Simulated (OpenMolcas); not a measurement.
**Au2+: moving or changing the point charges**

Au2+ among 6 point charges of -1 e arranged as a tetragonal octahedron (D4h), 1.89 Å from the ion, with the axial distance 1.663 Å.

| Item | Value |
| --- | --- |
| Program | OpenMolcas |
| Method | SS-CASPT2, IPEA 0.25 Eh, imaginary shift 0.1 Eh (closed shells correlated: 5s 5p) |
| Basis | ANO-RCC-VTZP [8s7p5d3f1g] |
| Scalar Hamiltonian | DKH2, point nucleus |
| Active space | 9 electrons in 5 orbitals (5d) |
| State averaging | 2S+1 = 2 even, 5 roots |
| Spin-orbit coupling | RASSI with atomic mean-field integrals over the reference wave functions |

Runs around this geometry, states (labels of D4, the rotations of D4h). Energies in cm-1 above the lowest state or level, χT in cm3 K/mol.

```csv
R (Å),q (e),Ground state,First state of that spin,First gap with spin-orbit (degeneracies),χT at 300 K
1.89,-0.65,2A1,2B1 3490,"2910 (2, 2)",0.927
1.89,-1,2A1,2B1 4920,"4320 (2, 2)",0.853
2.1,-1,2A1,2B1 3820,"3180 (2, 2)",0.929
```

Taking the first state of the same spin as R^-n, n = -ln(3820 / 4920) / ln(2.1 / 1.89) = 2.4 between the shortest and longest distance.

Scaling the charges by -0.65 / -1 = 0.65 scales the first state of the same spin by 3490 / 4920 = 0.71; with fixed orbitals a first-order splitting would follow the charge.

Free-ion shares, where given, are those of the reference states; single-state CASPT2 does not remix them. This is an electrostatic model: the charges have no orbitals. No measured value stands beside these numbers.
